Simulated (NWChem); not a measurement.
System meant: BeGeH₄; SMILES [BeH][GeH3]

NWChem input:

```
start job
memory heap 200 mb stack 900 mb global 1100 mb
geometry units angstroms noautoz
  Be    -0.000265    -1.855993     0.002128
  H     -0.000743    -3.195843     0.002865
  Ge    -0.001269     0.354093     0.000598
  H      1.093037     0.951531    -0.913098
  H     -1.340554     0.948460    -0.491917
  H      0.241049     0.952369     1.405129
end
basis spherical
  * library def2-svp
end
dft
  odft
  mult 2
  xc pbe0
  iterations 150
  mulliken
end
task dft energy
```

End of the output:

```
 Summary of "ao basis" -> "" (spherical)
 ------------------------------------------------------------------------------
       Tag                 Description            Shells   Functions and Types
 ---------------- ------------------------------  ------  ---------------------
 *                          def2-svp                  on all atoms

                                 NWChem DFT Module
                                 -----------------

 Summary of "ao basis" -> "ao basis" (spherical)
 ------------------------------------------------------------------------------
       Tag                 Description            Shells   Functions and Types
 ---------------- ------------------------------  ------  ---------------------
 Be                         def2-svp                 5        9   3s2p
 H                          def2-svp                 3        5   2s1p
 Ge                         def2-svp                12       32   5s4p3d

 Summary of "ao basis" -> "ao basis" (spherical)
 ------------------------------------------------------------------------------
       Tag                 Description            Shells   Functions and Types
 ---------------- ------------------------------  ------  ---------------------
 Be                         def2-svp                 5        9   3s2p
 H                          def2-svp                 3        5   2s1p
 Ge                         def2-svp                12       32   5s4p3d

      Symmetry analysis of basis
      --------------------------

        a          25
        e+         18
        e-         18

  Rotation of axis
  number of electrons :                   40
  multiplicity        :                    2
 ------------------------------------------------------------------------
  no. of electrons and multiplicity not compatible                  40
 ------------------------------------------------------------------------
 ------------------------------------------------------------------------
  current input line :
    21: task dft energy
 ------------------------------------------------------------------------
 ------------------------------------------------------------------------
 There is an error in the input file
 ------------------------------------------------------------------------
 For more information see the NWChem manual at https://nwchemgit.github.io

0: no. of electrons and multiplicity not compatible:Received an Error in Communication
```

Find the fault in this run and fix the input.

The program refused the input. Cause: the multiplicity doesn't fit the number of electrons (an even count wants an odd multiplicity, and the reverse). This input runs:
```
start job
memory heap 200 mb stack 900 mb global 1100 mb
geometry units angstroms noautoz
  Be    -0.000265    -1.855993     0.002128
  H     -0.000743    -3.195843     0.002865
  Ge    -0.001269     0.354093     0.000598
  H      1.093037     0.951531    -0.913098
  H     -1.340554     0.948460    -0.491917
  H      0.241049     0.952369     1.405129
end
basis spherical
  Be library def2-svp
  H library def2-svp
  Ge library def2-svp
end
dft
  xc pbe0
  iterations 150
  mulliken
end
task dft energy
```
It converges to -2093.54646 Ha (PBE0/def2-SVP).
